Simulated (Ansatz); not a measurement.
Several settings on one geometry of Ge(OH)2Cl2 (GeCl₂O₂H₂) (that of the charge 0 singlet, PBE0-D4/def2-SVP). Ansatz on 4 threads of Arm Neoverse V1 on a shared host; times are rough.

```xyz
7

Ge   -0.0988    0.0021   -0.0692
O    -0.0280    0.0587    1.6718
H    -0.8354   -0.2625    2.0903
O     1.5595   -0.0897   -0.5993
H     1.6856    0.2450   -1.4950
Cl   -1.0345    1.7389   -0.9022
Cl   -1.2484   -1.6924   -0.6965
```

Totals from different functionals, basis sets or treatments of relativity can't be compared as stabilities.

The 6-31G sets use Cartesian d functions. LC-ωPBE has ω = 0.4 bohr⁻¹. Correlated methods freeze 21 core orbitals; core or outer-core shells of Ge are correlated, in sets that lack core-valence functions.

The spins typed aren't always the lowest for that charge.

Give the basis size and estimate the energy, ⟨S²⟩ and time of these runs.

| run | method | charge | state | further keys |
| --- | --- | --- | --- | --- |
| 1 | RKS LC-ωPBE/def2-mTZVPP | 0 | singlet | scf: {lower_state_search: off} |
| 2 | UKS PBE-QIDH/6-31G | 1 | doublet | point_charges: [{charge: -1.00, position_ang: [5.936, 0.927, 0.140]}]; scf: {lower_state_search: full}; forces asked |
| 3 | RKS BHLYP/def2-TZVPP | 0 | singlet | final_grid: {core_spheres: 8, valence_spheres: 7, degree: 23}; scf: {lower_state_search: off}; forces asked |


```json
{"run": "1", "functions": "148", "energy (Eh)": "-3148.6701", "⟨S²⟩": "–", "wall time": "1.2 s"}
{"run": "2", "functions": "77", "energy (Eh)": "-3146.8943", "⟨S²⟩": "0.76", "wall time": "23 s"}
{"run": "3", "functions": "222", "energy (Eh)": "-3149.2099", "⟨S²⟩": "–", "wall time": "3.9 s"}
```
